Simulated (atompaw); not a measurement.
**Scattering properties, PAW (atompaw) potential for Tl**

* Element: Tl
* Generator: atompaw 4.2.0.5
* Type: PAW
* Functional: PBEsol
* Relativity: scalar-relativistic
* Frozen core: [Xe] 4f14
* Valence charge: 13
* Reference configuration: 5d10 6s2 6p1
* Partial waves: 6s (bound); 6s channel at 0.05 Ry; 6p (bound); 6p channel at 0.3 Ry; 5d (bound); 5d channel at 0.5 Ry
* Local potential: troulliermartins scheme with l = 3 at 0.5 Ry, radius 2.25 bohr
* Core correction: smooth core density matched at 2.40 bohr
* Augmentation charge: sinc compensation charge, radius 2.85 bohr; PAW radius 3.00 bohr; waves and projectors: bloechl

The phase is arctan(r·u′/u) with u = r·R(r), unwrapped; energies in Ry, scanned from -3 to 5 Ry. A pole is an energy at which the radial function vanishes at the test radius. The pseudo phase is shifted by a multiple of π to meet the all-electron one at the reference energy, and phase errors are pseudo minus all-electron; the curves can meet again beyond the range given. Levels narrower than the energy grid can be missing from the lists of poles. Where the grid stepped over a known ghost or core level, its pole and its step of π were put in at the level’s energy.

```json
{"channel": "s", "radius (bohr)": "3.01", "reference energy (Ry)": "-0.71", "poles, all-electron": "0.04", "poles, pseudo": "0.04", "unbroken range about the reference energy with phases within 0.05 rad": "below 2.3", "phase error 1 Ry above the reference energy (rad)": "+0.000"}
{"channel": "p", "radius (bohr)": "3.01", "reference energy (Ry)": "-0.17", "poles, all-electron": "1.36", "poles, pseudo": "-0.28, 1.38", "unbroken range about the reference energy with phases within 0.05 rad": "-0.3 to 2.9", "phase error 1 Ry above the reference energy (rad)": "+0.001"}
{"channel": "d", "radius (bohr)": "3.01", "reference energy (Ry)": "-1.14", "poles, all-electron": "-1.06, 3.55", "poles, pseudo": "-1.06, 3.60", "unbroken range about the reference energy with phases within 0.05 rad": "the whole range", "phase error 1 Ry above the reference energy (rad)": "+0.000"}
```

Note: ghost states, extra bound levels that the all-electron valence spectrum of the same l lacks: s at -45.7 eV, p at -3.9 eV. A true bound ghost makes a file unfit for plane-wave use.

Phases in the d channel:

```tsv
E (Ry)	all-electron	pseudo
-3.00	1.376	1.376
-2.52	1.355	1.356
-2.04	1.323	1.323
-1.56	1.245	1.245
-1.08	-1.524	-1.524
-0.60	-1.809	-1.809
-0.12	-1.907	-1.907
0.36	-2.055	-2.055
0.84	-2.423	-2.422
1.32	-3.498	-3.495
1.80	-4.261	-4.258
2.28	-4.503	-4.500
2.76	-4.613	-4.610
3.24	-4.679	-4.676
3.72	-4.728	-4.724
4.20	-4.771	-4.765
4.68	-4.816	-4.806
```
